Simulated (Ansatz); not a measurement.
```yaml
crystal:
  periodic: [false, false, false]
  atoms:
    - {symbol: B, position_ang: [-0.746076, 0.785307, -0.221203]}
    - {symbol: C, position_ang: [0.119136, 0.100437, -0.217250]}
    - {symbol: C, position_ang: [0.548178, 0.237355, 0.705758]}
    - {symbol: C, position_ang: [-0.154550, -0.895657, -0.311347]}
    - {symbol: F, position_ang: [0.654151, 0.280909, -0.934251]}
    - {symbol: H, position_ang: [-1.351923, 0.683223, 0.310979]}
    - {symbol: H, position_ang: [-0.691646, 1.383839, -0.837400]}
    - {symbol: H, position_ang: [0.752020, 0.821186, 0.799038]}
    - {symbol: H, position_ang: [1.075508, -0.186806, 0.607504]}
    - {symbol: H, position_ang: [0.165015, 0.043180, 1.296317]}
    - {symbol: H, position_ang: [-0.454398, -0.846544, -1.036886]}
    - {symbol: H, position_ang: [-0.655950, -1.120949, 0.163237]}
    - {symbol: H, position_ang: [0.376313, -1.345232, -0.353902]}
basis:
  gaussian: {orbitals: ANO-RCC-VTZP}
magnetization: {spin_polarized: true, initial_magnetization: 2}
hamiltonian: {xc: {name: LC-wPBE}}
scf: {lower_state_search: off}
```

```sh
$ ansatz run in.yaml --threads 4 --pin off --events-out ev --progress --plain --max-ram 10444MiB
```

It prints (some lines left out):

```
Functional definition: LC-wPBE
1594 factors; their error is unknown
621 factors; integrals over basis functions are off by at most 2.4e-6 eV
mean field evaluation 1: about -6519.2077 eV, gradient 9.7e1 eV
mean field evaluation 2: about -6516.0447 eV, gradient 9.8e1 eV
mean field evaluation 4: about -6548.2493 eV, gradient 3.7e0 eV
mean field evaluation 8: about -6548.5094 eV, gradient 2.4e-1 eV
mean field evaluation 16: about -6548.4695 eV, gradient 2.1e-3 eV
mean field -6548.46948387 eV, -240.6518148201 hartree, gradient 7.7e-6 eV, S^2 2.005475; 0 other end points of the search recorded, 0 dependent functions left out
reference -6548.46948388 eV, -240.6518148207 hartree; 21, 19 occupied and 241, 243 virtual orbitals, 1594 factors
Total energy: -6548.46948388 eV, -240.6518148207 hartree
Relativity: scalar
Checks for a lower state left out: stability, starts, cluster_reference, orbital_swaps, neighbouring_geometries, increment
```

In this input the geometry is squeezed to about two thirds of its size. The calculation finished and met its thresholds. The result belongs to that input, not to the molecule as meant.
